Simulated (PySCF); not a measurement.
Delta-SCF ions had no search for a lower state. 

## CH₅B, SMILES `CB` (charge 0, multiplicity 1)

Level of theory: PBE-D3(BJ)/def2-TZVP run with PySCF.

```yaml
HOMO: -7.57 eV
dipole_moment: 0.80 D
HOMO–LUMO gap: 5.31 eV
LUMO: -2.26 eV
S1 excitation (TDA): 5.49 eV
S1 oscillator strength: 0.001
T1 excitation (TDA): 4.81 eV
S1–T1 gap (TDA): 0.68 eV
vertical ionisation energy (Delta-SCF): 11.31 eV
total_energy: -65.8491 Ha
cost: very roughly 30 core-seconds
```

```xyz
7

B      0.8785     0.0717    -0.0321
C     -0.6655    -0.0710    -0.0596
H      1.4022     1.1473    -0.1759
H      1.5836    -0.8767     0.2028
H     -1.0461    -1.0738    -0.2979
H     -0.9505     0.1095     1.0016
H     -1.2022     0.6931    -0.6388
```
Charge 0, spin multiplicity 1.
